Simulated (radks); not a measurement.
Initial-state core-level shifts of the thulium ion Tm+ when its valence configuration changes from [Xe] 4f13 6s1. Calculated with a radial shooting solver on a logarithmic mesh with Libxc functionals: scalar-relativistic Kohn-Sham, PBE, spin-unpolarised, spherical densities, finite nucleus; Fermi nuclear charge, rms radius 5.2256 fm. Shifts are changes of the shell-averaged eigenvalues in eV (positive: less bound); the change of the density at the nucleus, which sets a Mossbauer isomer shift, is in e/bohr^3, on a base of 1.002e+06.

valence                    1s       2s       3d       5s  density at nucleus
4f12 5d1 6s1           -6.758   -7.230   -7.893   -4.174               +40.1
4f13 5d0.5 6s0.5       +0.736   +0.768   +0.752   +0.845               -23.6
4f13 6p1               -1.462   -1.445   -1.427   -1.506               -44.5
4f13 5d1               +1.359   +1.420   +1.391   +1.574               -45.7
4f11 6s1 6p2          -22.213  -23.490  -24.912  -16.123              +113.5
4f12.5 5d0.5 6s1       -3.258   -3.478   -3.783   -2.088               +19.0
4f12 6s1 6p1          -10.336  -10.889  -11.503   -7.878               +50.1
4f12 6s2               -8.891   -9.454  -10.078   -6.433              +101.4
4f12 5d0.5 6s1 6p0.5   -8.502   -9.012   -9.653   -5.986               +44.8
